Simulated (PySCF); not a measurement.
Delta-SCF ions had no search for a lower state. Excitations are Tamm–Dancoff values on a coarser integration grid. The basis has no diffuse functions, so Rydberg states are missing or too high.

# C4H3N, SMILES `N=C=C1C=C1` (charge 0, multiplicity 1)

Computed with PBE-D3(BJ)/def2-TZVP // B3LYP-D3(BJ)/def2-TZVP run with PySCF.

```
Property                                                                 Result
--------------------------------------  ---------------------------------------
HOMO                                                                   -4.34 eV
dipole moment                                                            3.16 D
HOMO–LUMO gap                                                           2.56 eV
LUMO                                                                   -1.78 eV
S1 excitation (TDA)                                                     2.94 eV
S1 oscillator strength                                                    0.008
T1 excitation (TDA)                                                     2.20 eV
S1–T1 gap (TDA)                                                         0.74 eV
vertical ionisation energy (Delta-SCF)                                  7.55 eV
total energy                                                        -5677.39 eV
cost                                    about 2.1 core-minutes (a rough figure)
```

Bonds (Å): N1–C2 1.240, N1–H6 1.023, C2–C3 1.286, C3–C4 1.463, C3–C5 1.463, C4–C5 1.298, C4–H7 1.075, C5–H8 1.075. Bond angles (°): C2–N1–H6 113.5, N1–C2–C3 170.4, C2–C3–C4 153.5, C2–C3–C5 153.4, C4–C3–C5 52.7, C3–C4–C5 63.7, C3–C4–H7 146.1, C5–C4–H7 150.3, C3–C5–C4 63.7, C3–C5–H8 146.1, C4–C5–H8 150.2.
Charge 0, spin multiplicity 1.
